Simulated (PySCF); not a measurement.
Screening by computed properties: pick the candidate that meets the target.

All species are isolated and taken at one optimised geometry, non-relativistic unless stated. Electronic properties by PySCF.

Dipoles, sizes and rotational constants follow the conformer. The torsions of the flexible species, by atom-mapped SMILES:
- `[CH:1]#[C:2]/[CH:3]=[C:4](/[O:5][SiH3:6])[CH:7]([F:8])[F:9]`: C3–C4–O5–Si6 180°, C3–C4–C7–F8 121°
- `[F:1][CH:2]([F:3])[c:4]1[cH:5][cH:6][c:7]([SiH3:8])[o:9]1`: F1–C2–C4–C5 59°
- `[CH3:1][C@@H:2]1[C@@H:3]([CH3:4])[P:5]1([PH2:6])=[S:7]`: H–P6–P5–C3 -157°, H–P6–P5–C3 111°
- `[CH3:1][PH:2][CH2:3][C:4]#[N:5]`: C1–P2–C3–C4 -55°
- `[CH3:1]/[C:2]([F:3])=[P:4]\[CH2:5][C:6]#[N:7]`: C2–P4–C5–C6 62°
- `[OH:1][c:2]1[cH:3][cH:4][c:5]([Cl:6])[cH:7][n:8]1`: H–O1–C2–C3 180°

Question: Wanted: dipole moment above 3.1 D (CAM-B3LYP/def2-SVPD) and HOMO energy above -8 eV (CAM-B3LYP/def2-SVPD), at GFN2-xTB geometries. Which candidate meets both?
A. `C[C@@H]1[C@@H](C)P1(P)=S`
B. `P(=C(/C)F)/CC#N`
C. `CPCC#N`
D. `FC(F)c1ccc([SiH3])o1`
E. `FC(/C(=C\C#C)O[SiH3])F`

Answer: A. Computed values:
| species | dipole moment | HOMO energy |
| --- | --- | --- |
| FC(/C(=C\C#C)O[SiH3])F | 0.66 D | -8.19 eV |
| FC(F)c1ccc([SiH3])o1 | 2.38 D | -8.42 eV |
| CPCC#N | 3.02 D | -8.82 eV |
| P(=C(/C)F)/CC#N | 3.19 D | -8.64 eV |
| C[C@@H]1[C@@H](C)P1(P)=S | 4.19 D | -7.39 eV |

Question: Wanted: HOMO–LUMO gap below 7.9 eV (CAM-B3LYP/def2-SVPD) and lowest triplet excitation (Tamm–Dancoff) above 3 eV (TDA CAM-B3LYP/def2-SVPD), at GFN2-xTB geometries. Which candidate meets both?
A. `C[C@@H]1[C@@H](C)P1(P)=S`
B. `CPCC#N`
C. `FC(F)c1ccc([SiH3])o1`
D. `FC(/C(=C\C#C)O[SiH3])F`
E. `P(=C(/C)F)/CC#N`

Answer: A. Computed values:
```csv
species,HOMO–LUMO gap,lowest triplet excitation (Tamm–Dancoff)
C[C@@H]1[C@@H](C)P1(P)=S,7.60 eV,4.00 eV
P(=C(/C)F)/CC#N,7.82 eV,2.56 eV
FC(/C(=C\C#C)O[SiH3])F,8.00 eV,3.19 eV
FC(F)c1ccc([SiH3])o1,8.62 eV,3.70 eV
CPCC#N,9.74 eV,5.27 eV
```

Question: Wanted: static isotropic polarisability between 80 au and 92 au (CAM-B3LYP/def2-SVPD) and electronic spatial extent ⟨r²⟩ about the centre of nuclear charge below 1300 bohr² (CAM-B3LYP/def2-SVPD), at GFN2-xTB geometries. Which candidate meets both?
A. `C[C@@H]1[C@@H](C)P1(P)=S`
B. `n1cc(ccc1O)Cl`
C. `FC(F)c1ccc([SiH3])o1`
D. `C/C(F)=P\CC#N`
E. `C#C/C=C(/O[SiH3])C(F)F`
F. `CPCC#N`

Answer: B. Computed values:
| species | static isotropic polarisability | electronic spatial extent ⟨r²⟩ about the centre of nuclear charge |
| --- | --- | --- |
| CPCC#N | 64.8 au | 575 bohr² |
| C/C(F)=P\CC#N | 76.7 au | 938 bohr² |
| n1cc(ccc1O)Cl | 81.8 au | 1205 bohr² |
| FC(F)c1ccc([SiH3])o1 | 89.2 au | 1757 bohr² |
| C#C/C=C(/O[SiH3])C(F)F | 94.1 au | 1558 bohr² |
| C[C@@H]1[C@@H](C)P1(P)=S | 122.9 au | 1432 bohr² |

Question: Wanted: lowest singlet excitation above 5.2 eV (TDDFT CAM-B3LYP/def2-SVPD) and smallest rotational constant below 0.7 GHz (GFN2-xTB), at GFN2-xTB geometries. Which candidate meets both?
A. `C[C@@H]1[C@@H](C)P1(P)=S`
B. `CPCC#N`
C. `FC(F)c1ccc([SiH3])o1`
D. `P(=C(/C)F)/CC#N`
E. `FC(/C(=C\C#C)O[SiH3])F`

Answer: C. Computed values:
```csv
species,lowest singlet excitation,smallest rotational constant
C[C@@H]1[C@@H](C)P1(P)=S,4.37 eV,0.904 GHz
P(=C(/C)F)/CC#N,5.17 eV,1.221 GHz
FC(/C(=C\C#C)O[SiH3])F,5.29 eV,0.728 GHz
FC(F)c1ccc([SiH3])o1,5.77 eV,0.623 GHz
CPCC#N,6.51 eV,2.189 GHz
```
